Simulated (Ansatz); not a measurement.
System: SbCl₃, net charge 0, singlet state. SMILES: [Cl][Sb]([Cl])[Cl]
Structure (B3LYP-D3(BJ)/def2-TZVP (Ansatz, an electronic-structure program) minimum search):
```xyz
4

Sb    -0.0031     0.0017     0.5803
Cl    -1.7985    -0.9884    -0.5870
Cl     0.0495     2.0519    -0.5860
Cl     1.7584    -1.0686    -0.5677
```
Charge 0, spin multiplicity 1.

Property: vertical ionisation energy (to the doublet state of charge +1; each state is the SCF solution reached for its spin; the molecule has degenerate orbitals, so one determinant may break the symmetry), in eV. Valence correlation only, unless marked. UHF or UKS for open shells. Spin-orbit coupling is left out. The frozen core is the preceding noble-gas configuration, with the filled d and f shells of earlier blocks. In def2 rows, elements after Kr have scalar-relativistic effective core potentials. CBS marks a two-point X^-3 extrapolation of the correlation energy; Hartree-Fock from the larger set. The bracket is a focal-point correction in the basis named.

| level | program | vertical ionisation energy (eV) |
|---|---|---|
| HF/def2-SVPD | Ansatz | 10.27 |

**Question.** Predict the RI-MP2/CBS(def2-TZVPPD,def2-QZVPPD)+[CCSD(T)-MP2]/def2-TZVPPD result (Ansatz).

**Answer.** 10.73 eV, so HF/def2-SVPD differs from it by -0.46 eV.
